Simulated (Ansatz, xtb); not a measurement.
GaH2NOSi: which of two structures lies lower

We compare a, a singlet given by its coordinates, with b, a singlet given by its coordinates. Both are isolated molecules in the gas phase, relaxed with r2SCAN-D4/def2-SVP.

a (Å):

```yaml
atoms:
  - { symbol: Ga, position_ang: [-0.4295, -1.9596, -1.1378] }
  - { symbol: N, position_ang: [1.0660, -0.8081, -2.2345] }
  - { symbol: O, position_ang: [-0.2595, -0.1033, -0.1246] }
  - { symbol: Si, position_ang: [0.8379, 0.3985, -1.1552] }
  - { symbol: H, position_ang: [1.6618, -0.9214, -3.0485] }
  - { symbol: H, position_ang: [1.4772, 1.7401, -1.0627] }
```

Close contacts (Å): Ga1–N2 2.18, Ga1–O3 2.12, N2–Si4 1.63, O3–Si4 1.59, N2–H5 1.02, Si4–H6 1.49.

b (Å):

```yaml
atoms:
  - { symbol: Ga, position_ang: [1.4383, -2.3029, -0.7457] }
  - { symbol: N, position_ang: [-1.9537, 0.2046, 0.2231] }
  - { symbol: O, position_ang: [-0.0668, -1.2989, -0.7563] }
  - { symbol: Si, position_ang: [-1.4489, -0.5017, -1.2683] }
  - { symbol: H, position_ang: [-1.4696, 0.1014, 1.1140] }
  - { symbol: H, position_ang: [-2.7876, 0.7807, 0.2988] }
```

Close contacts (Å): Ga1–O3 1.81, N2–Si4 1.73, O3–Si4 1.68, N2–H5 1.02, N2–H6 1.02.

Problem. Which of the two would you expect CCSD(T)/def2-TZVP electronic energies to favour?

Solution. Structure b; the calculation gives E(b) − E(a) = −0.540 eV.

Level by level:

```json
{"level": "r2SCAN-D4/def2-SVP", "geometry": "r2SCAN-D4/def2-SVP", "E(b) − E(a) (eV)": "−0.644", "departure from the last row (eV)": "−0.104", "job, with rough time for the two": "optimisation, 31 s"}
{"level": "HF/def2-TZVP", "geometry": "r2SCAN-D4/def2-SVP", "E(b) − E(a) (eV)": "−0.854", "departure from the last row (eV)": "−0.314", "job, with rough time for the two": "part of the CCSD(T) run"}
{"level": "MP2/def2-TZVP", "geometry": "r2SCAN-D4/def2-SVP", "E(b) − E(a) (eV)": "−0.394", "departure from the last row (eV)": "+0.146", "job, with rough time for the two": "part of the CCSD(T) run"}
{"level": "CCSD(T)/def2-TZVP", "geometry": "r2SCAN-D4/def2-SVP", "E(b) − E(a) (eV)": "−0.540", "departure from the last row (eV)": "", "job, with rough time for the two": "single point, 80 s"}
```

The levels shown agree on the order. The largest departure from CCSD(T)/def2-TZVP is that of HF/def2-TZVP, 0.314 eV. Levels run at GFN2-xTB geometries aren't shown.

With harmonic frequencies from r2SCAN-D4/def2-SVP (ideal gas, rigid rotor, one conformer each, 400 K, 1 atm): on the last row, ΔE + ΔZPE = −0.454, ΔH = −0.442, ΔG = −0.513 eV.

The correlated steps freeze 16 core orbitals; the filled d shell of Ga is correlated, in a basis made for valence electrons. Run with Ansatz 0.2.0; the last row on 2 threads of Arm Neoverse V2 on a shared host.
